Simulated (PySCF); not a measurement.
A structure optimised at PBE-D3(BJ)/def2-SVP, used in a PySCF frequency run:

```xyz
10

F      2.1108    -0.0665     0.0000
C      0.8245    -0.4048     0.0000
C     -0.2630     0.4183     0.0000
Cl    -0.2825     2.1533     0.0000
C     -1.5014    -0.4528     0.0000
Si    -0.2696    -1.9356     0.0000
H     -2.1331    -0.3363     0.9048
H     -2.1331    -0.3363    -0.9048
H     -0.2581    -2.8007    -1.2292
H     -0.2581    -2.8007     1.2292
```

Problem. Write its SMILES, formula and point group.

Solution. FC1=C(Cl)C[SiH2]1, C3H4ClFSi, Cs

Problem. What are its rotational constants (standard atomic weights)?

Solution. 3.6322, 1.7051, 1.1860 GHz
